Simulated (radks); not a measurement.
The nuclear charge of neutral potassium is varied continuously with 19 electrons held in [Ar] 4s1. Calculated with a radial shooting solver on a logarithmic mesh with Libxc functionals: scalar-relativistic Kohn-Sham, PBE, spin-unpolarised, spherical densities, finite nucleus; Fermi nuclear charge, rms radius 3.4349 fm. By the Hellmann-Feynman theorem dE/dZ = E(electron-nucleus)/Z, the electronic potential at the nucleus (averaged over a nucleus of fixed radius). The scalar-relativistic energy here is not variational (the density holds large components alone), so the two differ by a part that grows with Z.

| Z | E (hartree) | E(electron-nucleus)/Z (hartree) | HOMO | e(HOMO) (eV) | <r> HOMO (bohr) |
|---|---|---|---|---|---|
| 18.8 | -587.09970 | -74.3866 | 4s | -1.349 | 5.575 |
| 19 | -602.08590 | -75.4136 | 4s | -2.319 | 5.007 |
| 19.2 | -617.27751 | -76.4383 | 4s | -3.425 | 4.591 |
| 19.4 | -632.67416 | -77.4615 | 4s | -4.652 | 4.269 |
| 19.6 | -648.27560 | -78.4837 | 4s | -5.989 | 4.007 |
| 19.8 | -664.08166 | -79.5050 | 4s | -7.429 | 3.789 |
| 20 | -680.09221 | -80.5258 | 4s | -8.966 | 3.602 |

The central difference of E at Z = 19 is -75.445 hartree, to compare with the third column; the second derivative is -5.14 hartree.
